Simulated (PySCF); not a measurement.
**GdSi: f occupation and spin**

Unrestricted PBE0; basis Gd x2c-SVPall, Si x2c-SVPall; spin-free X2C with a Gaussian nucleus; PySCF 2.14. The search starts from ions with several 4f fillings and holds each by maximum overlap.

The lowest solution has 2Ms+1 = 11, about 7.0 4f electrons, near 2.69 Å.

The lowest solution of each spin and filling, followed along the bond (rough minima from three points):

| 2Ms+1 | 4f population | ⟨S²⟩ at the start | R at minimum (Å) | Te (eV) |
| --- | --- | --- | --- | --- |
| 11 | 7.02 | 30.03 | 2.69 | 0.00 |
| 7 | 7.04 | 14.01 | 2.69 | 0.36 |
| 9 | 7.03 | 21.01 | 2.69 | 0.39 |

Solutions at the starting distance of 2.635 Å, counted from the lowest; the search is not exhaustive:

| 2Ms+1 | 4f population | E (eV) | ⟨S²⟩ | ⟨Lz²⟩ | μ (D) |
| --- | --- | --- | --- | --- | --- |
| 11 | 7.02 | 0.00 | 30.03 | 0.0 | -3.99 |
| 7 | 7.04 | 0.36 | 14.01 | 0.0 | -4.96 |
| 11 | 7.02 | 0.37 | 30.13 | 1.2 | -5.33 |
| 9 | 7.03 | 0.39 | 21.01 | 2.1 | -4.58 |
| 7 | 7.05 | 0.40 | 13.83 | 1.0 | -4.52 |
| 9 | 7.04 | 0.40 | 20.54 | 1.1 | -4.80 |
| 9 | 7.06 | 0.47 | 20.98 | 0.0 | -4.30 |
| 11 | 7.02 | 0.68 | 30.12 | 4.0 | -5.06 |
| 7 | 7.06 | 0.72 | 14.01 | 2.1 | -3.94 |
| 9 | 7.03 | 0.72 | 21.23 | 1.1 | -5.19 |
| 7 | 7.04 | 0.82 | 14.58 | 4.0 | -3.87 |
| 9 | 7.03 | 1.01 | 20.07 | 2.3 | -4.64 |

Partly filled real f orbitals mix terms, so no term symbols are given. A positive dipole means Gd(−)Si(+).

Spin–orbit coupling is left out. With d or f electrons several states lie close, and the lowest PBE0 determinant need not be the measured ground state.
